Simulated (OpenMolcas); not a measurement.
Nb3+: ligand-field states by method

Nb3+ with 6 ligands (water, chloride on the axis) in tetragonal octahedral coordination (D2h) at 2.01 Å, the axial distance 2.396 Å. Ligand basis ANO-RCC-VDZP.

```yaml
Program: OpenMolcas
Basis: ANO-RCC-VDZP [6s5p3d1f]
Scalar_Hamiltonian: DKH2, point nucleus
Active_space: 2 electrons in 5 orbitals (4d)
State_averaging: 2S+1 = 3 even, 10 roots; 2S+1 = 1 even, 15 roots
Spin-orbit_coupling: state interaction with AMFI integrals over the reference wave functions
```

I. CASSCF
II. SS-CASPT2, IPEA 0.25 Eh, imaginary shift 0.1 Eh (closed shells correlated: 4s 4p and the ligand valence shells)
III. SS-CASPT2, IPEA 0.5 Eh, imaginary shift 0.1 Eh (closed shells correlated: 4s 4p and the ligand valence shells)

Spin-free states in cm-1, each column counted from its own energy of the first state listed:

| State | Degeneracy | I | II | III |
| --- | --- | --- | --- | --- |
| 2S+1 = 3 | 1 | 0 | 0 | 0 |
| 2S+1 = 3 | 1 | 4437 | 5110 | 5110 |
| 2S+1 = 3 | 1 | 4838 | 5700 | 5780 |
| 2S+1 = 1 | 1 | 8998 | 6560 | 6500 |
| 2S+1 = 1 | 1 | 9247 | 6620 | 6540 |
| 2S+1 = 1 | 1 | 13624 | 10600 | 11000 |
| 2S+1 = 1 | 1 | 13808 | 12010 | 11950 |
| 2S+1 = 1 | 1 | 13843 | 12320 | 12360 |
| 2S+1 = 1 | 1 | 26104 | 23070 | 22890 |
| 2S+1 = 3 | 1 | 28652 | 28630 | 28660 |
| 2S+1 = 3 | 1 | 32019 | 31570 | 31660 |
| 2S+1 = 3 | 1 | 35820 | 35880 | 35960 |
| 2S+1 = 1 | 1 | 37657 | 34030 | 34120 |
| 2S+1 = 3 | 1 | 37794 | 35350 | 35580 |
| 2S+1 = 1 | 1 | 39290 | 35700 | 35870 |
| 2S+1 = 3 | 1 | 40727 | 37410 | 37510 |
| 2S+1 = 3 | 1 | 42902 | 41300 | 41490 |
| 2S+1 = 1 | 1 | 43222 | 38590 | 38680 |
| 2S+1 = 1 | 1 | 43555 | 40640 | 40790 |
| 2S+1 = 1 | 1 | 44714 | 39630 | 39570 |

From I to II, I's first state of the same spin (2S+1 = 3) moves from 4437 to 5110 cm-1, by about +670 cm-1.

From I to II, I's first state of another spin (2S+1 = 1) moves from 8998 to 6560 cm-1, by about -2400 cm-1.

χT at 300 K: I 0.90, II 0.91, III 0.91 cm3 K/mol.

Over all roots computed the reference weight is 0.67 to 0.69 in II, 0.68 to 0.70 in III; a low but even weight reflects the number of correlated electrons. The least metal-like active orbital is 70 % on the metal (Löwdin) and no ligand orbital is active, so the numbers are rough. Ligand-to-metal charge-transfer states are missing. With no ligand orbital active B as a rule stays too high, so bands that hang on it stand too high and its fall with covalency is understated. Without dynamic correlation the repulsion within the d shell is too large (B by tens of per cent), so at a given field states of lower spin stand too high (holds for I). With metal d orbitals alone the field can be off either way by tens of per cent (holds for I). With one d shell and no ligand orbital active, 10Dq can be off by a tenth or more (holds for II; III). The distance lies 3 % under the 2.08 Å that this model takes as the normal distance (a Shannon-type radius plus a fixed donor radius); by an R⁻⁵ law this alone changes a d-shell field by about +19 %. No measured value stands beside these numbers; the geometry was imposed, not optimised, and the real ion may take another.

A state without a sure symmetry label is named by its multiplicity alone.
